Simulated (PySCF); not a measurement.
# XPS shifts beside NMR shieldings

2-phenylethanol, C8H10O.
Bonds: O1–C2, C2–C3, C3–C4, C4–C5 (aromatic), C5–C6 (aromatic), C6–C7 (aromatic), C7–C8 (aromatic), C8–C9 (aromatic), C4–C9 (aromatic). Hydrogens: H10 on O1; H11, H12 on C2; H13, H14 on C3; H15 on C5; H16 on C6; H17 on C7; H18 on C8; H19 on C9.

Binding energies: delta-SCF UKS SCAN, pcX-2 on the ionised atom, pcseg-1 elsewhere, spin-free X2C in PySCF 2.14.0. Shieldings: GIAO PBE0/pcSseg-1, non-relativistic, same geometry.

```csv
atom,C 1s (eV)
C2,292.00
C3,290.65
C4,290.31
C5,290.10
C6,290.20
C7,290.10
```

**Question.** What are the absolute isotropic shieldings of these atoms?

**Answer.** 
```tsv
atom	environment	C 1s (eV)	isotropic shielding (ppm)
C5	aromatic CH carbon	290.10	49.9
C7	aromatic CH carbon	290.10	52.4
C6	aromatic CH carbon	290.20	50.3
C4	substituted aromatic carbon	290.31	41.5
C3	benzylic-type carbon	290.65	138.8
C2	carbinol carbon (C–OH)	292.00	114.5
```

**Question.** Among the listed atoms, is the one with the highest binding energy also the least shielded?

**Answer.** No. The highest binding energy is at C2 (292.00 eV, shielding 114.5 ppm), the lowest shielding at C4 (41.5 ppm, 290.31 eV).

Over these 6 sites the two quantities correlate at r = 0.67. By binding energy: C5 ≈ C7 < C6 < C4 < C3 < C2. By shielding: C4 < C5 ≈ C6 < C7 < C2 < C3.

Of atoms equivalent by bonding only the ionised one is listed; its partners' own values can differ in this conformer. Spin contamination (⟨S²⟩ against 0.75 for a pure doublet) is marked for C 1s of C4 (0.85), which makes this value less certain. One conformer (not necessarily the lowest) at the PBE0-D3(BJ)/def2-SVP geometry, without solvent, vibrations or thermal averaging.

The values belong to the conformer `[OH:1][CH2:2][CH2:3][c:4]1[cH:5][cH:6][cH:7][cH:8][cH:9]1`: O1–C2–C3–C4 -177°, C2–C3–C4–C5 -90°, H–O1–C2–C3 -64°.
